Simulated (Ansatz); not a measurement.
Basis sets compared for Si4Ni⁺. Total charge 1; doublet. Geometry PBE-D4/def2-SVP. Ansatz on 4 threads of Arm Neoverse V1 on a shared host; times are rough, and most runs start from earlier orbitals.

```xyz
5

Ni    0.1370    1.2734    0.4503
Si   -0.2481   -0.2135   -1.3748
Si    0.1122   -1.0572    0.9286
Si   -1.8672    0.0718    0.3580
Si    1.8660   -0.0744   -0.3622
```

Another isomer (doublet) lies 0.18 eV lower at PBE0-D4/def2-TZVP; other spin states weren't run for this one.

```csv
level,functions,energy (Eh),HOMO (eV),LUMO (eV),wall time
PBE-D4/def2-SVP,103,-2664.6360,-10.14,-9.95,5 s
PBE0-D4/def2-SVP,103,-2664.6861,-11.27,-8.53,15 s
```

Q: Estimate the rows for PBE-D4/def2-TZVP (with forces), PBE0-D4/def2-TZVP.

A: 
| level | functions | energy (Eh) | HOMO (eV) | LUMO (eV) | wall time |
| --- | --- | --- | --- | --- | --- |
| PBE-D4/def2-TZVP (with forces) | 193 | -2665.2723 | -10.19 | -9.93 | 7 s |
| PBE0-D4/def2-TZVP | 193 | -2665.3095 | -11.12 | -8.50 | 31 s |
